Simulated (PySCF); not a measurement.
**Deuteron quadrupole couplings in `COc1nnc(C=O)s1`**

Compound: C4H4N2O2S.
Numbering: `[CH3:1][O:2][c:3]1[n:4][n:5][c:6]([CH:7]=[O:8])[s:9]1` (hydrogens: H10, H11, H12 on C1; H13 on C7)

Structure used (GFN2-xTB), in Å, numbered top down from 1:
```
atom  x, y, z in Å
C1    -2.8027    0.2527    0.1402
O2    -1.6576    0.8103    0.7754
C3    -0.4956    0.3410    0.3882
N4    -0.2978   -0.5761   -0.5127
N5     0.9699   -0.8533   -0.7000
C6     1.7878   -0.1750    0.0353
C7     3.2335   -0.3269   -0.0123
O8     4.0175    0.2899    0.6579
S9     0.9712    0.9621    1.1122
H10   -2.8530   -0.8220    0.3220
H11   -3.6578    0.7582    0.5824
H12   -2.7646    0.4287   -0.9361
H13    3.5446   -1.0891   -0.7488
```

Level: PBE0/pcSseg-1 (PySCF, non-relativistic); Q(2H) = 0.00286 b; rigid geometry, the same for H and D, with no vibrational averaging.

Question: Rank these positions by the coupling χzz of a deuteron there, largest first.
A. H11 (methyl hydrogen)
B. H13 (formyl hydrogen)
C. H12 (methyl hydrogen)

Answer: A (204 kHz), C (198 kHz), B (182 kHz).

Q: Tabulate Vzz, the asymmetry η and χzz = 234.96 MHz × Q × Vzz for every hydrogen position.

A: 
```csv
atom,bonded to,bond length (Å),Vzz (au),η,χzz (kHz)
H10,C1,1.091,0.2941,0.11,198
H11,C1,1.087,0.3039,0.09,204
H12,C1,1.091,0.2940,0.11,198
H13,C7,1.105,0.2714,0.02,182
```

Q: A static deuteron (I = 1) shows a doublet split by (3/2)χ, (3/4)χ(1 + η) and (3/4)χ(1 − η) with the field along z, y and x of the gradient. What are these for H10?

A: With |χ| = 197.6 kHz and η = 0.112: 296, 165 and 132 kHz, to first order and without motion.

Geometry: GFN2-xTB, one conformer, isolated molecule. GFN2-xTB bond lengths can be off by several hundredths of an ångström, more for odd bonds, and the gradients follow them. With so small a basis the couplings can be 20 % off.

The run behind these numbers computed NMR shieldings as well. Hardware: one thread, Arm Neoverse N1 (aarch64) (shared host). Cost: 43 s, 0.80 GiB resident at most.
